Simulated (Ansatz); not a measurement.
A set of 12 reactions (atomization), with CCSD(T)/CBS values in kJ/mol:

```
                                           reaction      ΔE
       `NC(S)N[SiH3]` → C• + 8 H• + 2 N• + S• + Si•  4334.5
       `C=N[SiH](S)S` → C• + 5 H• + N• + 2 S• + Si•  3457.5
       `[CH3][Bi]([F])[F]` → Bi• + C• + 2 F• + 3 H•  2345.6
  `C#CCS(=O)(=O)c1ccccc1` → 9 C• + 8 H• + 2 O• + S•  9199.4
       `C[B-](C)(C)[NH3+]` → B• + 3 C• + 12 H• + N•  6344.4
             `F[SiH][SiH2]F`• → 2 F• + 3 H• + 2 Si•  2305.4
      `F[SiH](F)O[SiH3]` → 2 F• + 4 H• + O• + 2 Si•  3478.0
                    `Cc1ccccc1O` → 7 C• + 8 H• + O•  7383.5
 `N[CH]([AsH2])[InH2]` → As• + C• + 7 H• + In• + N•  3092.3
                        `N[AsH2]` → As• + 4 H• + N•  1650.6
    `[PH3+][B-](Cl)(Cl)Cl` → B• + 3 Cl• + 3 H• + P•  2398.1
`C[SiH](F)N[SiH2]F` → C• + 2 F• + 7 H• + N• + 2 Si•  4932.1
```

Computed with Ansatz on PBE0-D4/def2-TZVP structures; ΔE is electronic, products minus reactants. CBS: MP2 limit from def2 TZ/QZ plus the TZ coupled-cluster correction, frozen cores. This one scheme is used for every species, atoms too. For atomizations the MP2-based limit and the directly extrapolated one differ by several kJ/mol either way, and by 10 to 25 for some Ge, Se and Sn compounds, so smaller differences from it don't rank the levels. Functionals use def2-TZVPP. B3LYP here is the variant with VWN-RPA as its local correlation; programs differ in this. Open shells (•) are unrestricted, without spin–orbit coupling. Spin–orbit coupling would lower the free atoms: a little for B, C, Cl, F, O, S, Si; strongly for Bi, In. def2 core potentials past Kr. Bonds to As, Bi, In are less sure, by a few kJ/mol each and by 10 to 20 or more in all where they break to atoms, as the def2 sets lack core-valence functions. Scalar relativity is left out up to krypton. Each species was taken in one conformer, which may not be the lowest.

Task: Give the mean, mean absolute and largest difference (level minus CCSD(T)/CBS, kJ/mol) for: BLYP-D4, PBE0-D4, B3LYP-D4, ωB97X-V, ωB97M-V, PBE, r2SCAN, r2SCANh, BHLYP, CCSD(T)/def2-SVP, MP2/def2-TZVPP, SCS-MP2/def2-TZVPP, SCS-MP2/def2-QZVPP, CCSD/CBS(def2). (Best estimate.)

Result: Computed: 
```
             level    mean  mean absolute  largest
           BLYP-D4     3.7           29.3     67.8
           PBE0-D4     6.7           54.0    166.8
          B3LYP-D4     0.7           17.6    -50.2
           ωB97X-V    16.0           18.4     34.1
           ωB97M-V    12.5           22.5     42.9
               PBE    64.9           82.9    355.0
            r2SCAN     4.0           28.1     91.5
           r2SCANh   -26.9           33.0    -62.5
             BHLYP  -166.3          166.3   -442.2
  CCSD(T)/def2-SVP  -287.1          287.1   -571.5
    MP2/def2-TZVPP   -41.7           61.0   -110.5
SCS-MP2/def2-TZVPP   -67.5           67.5    -94.7
SCS-MP2/def2-QZVPP    14.5           20.3     78.8
    CCSD/CBS(def2)   -71.5           71.5   -213.1
```

The largest T1 diagnostic in the set is 0.015, for `[CH3][Bi]([F])[F]` (customary mark 0.02).

CCSD(T)/CBS is a level of theory with its own doubt, and the functionals carry their triple-zeta basis error, so these figures describe this set and don't rank the functionals.
